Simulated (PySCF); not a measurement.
Compound: N-formylpyrrolidine, C5H9NO.
SMILES: `O=CN1CCCC1`

The closed-shell ground state was solved at several levels (PySCF, density fitting, gas phase, non-relativistic). One conformer (not necessarily the lowest) at the PBE0-D3(BJ)/def2-SVP geometry, without solvent, vibrations or thermal averaging.

| level | basis functions | total energy (Eh) | HOMO (eV) | LUMO (eV) | gap (eV) | dipole (D) |
| --- | --- | --- | --- | --- | --- | --- |
| B3LYP/def2-TZVP | 271 | -326.0615 | -6.74 | 0.18 | 6.92 | 4.47 |
| B3LYP/def2-SVPD | 215 | -325.7205 | -6.82 | 0.05 | 6.87 | 4.59 |
| B3LYP/pcJ-0 | 118 | -325.3657 | -6.58 | 0.57 | 7.15 | 4.44 |
| wB97X-D/pcSseg-1 | 164 | -325.7909 | -8.77 | 2.45 | 11.22 | 4.53 |
| B3LYP/6-31G* | 116 | -325.9258 | -6.41 | 0.81 | 7.22 | 4.23 |
| B3LYP/pcJ-1 | 279 | -325.9504 | -6.68 | 0.32 | 7.00 | 4.45 |
| B3LYP/6-31G-J | 120 | -325.8954 | -6.47 | 0.62 | 7.09 | 4.52 |

What might PBE0/pcSseg-1 (164 basis functions) give for the same quantities?

Total energy -325.5218 Eh, HOMO -6.91 eV, LUMO 0.59 eV, gap 7.50 eV, dipole 4.46 D.

Over all these levels, which gives the widest orbital gap and which the narrowest?

wB97X-D/pcSseg-1 (range-separated hybrid) has the widest, 11.22 eV, and B3LYP/def2-SVPD (global hybrid, 20 % exact exchange) the narrowest, 6.87 eV. Functional and basis both differ between the two, so the spread mixes both effects.

How much does the basis alone move the frontier levels among the 6 B3LYP rows?

The HOMO by 0.41 eV and the LUMO by 0.76 eV. By rising basis size (HOMO, LUMO in eV): 6-31G* -6.41, 0.81; pcJ-0 -6.58, 0.57; 6-31G-J -6.47, 0.62; def2-SVPD -6.82, 0.05; def2-TZVP -6.74, 0.18; pcJ-1 -6.68, 0.32.

How far do the dipole and the HOMO energy spread over the levels?

The dipole runs from 4.23 to 4.59 D (mean 4.46 D) and the HOMO from -8.77 to -6.41 eV.

The pairwise dispersion term of wB97X-D wasn't added to the energies; at a given geometry it leaves orbitals and properties as they are.
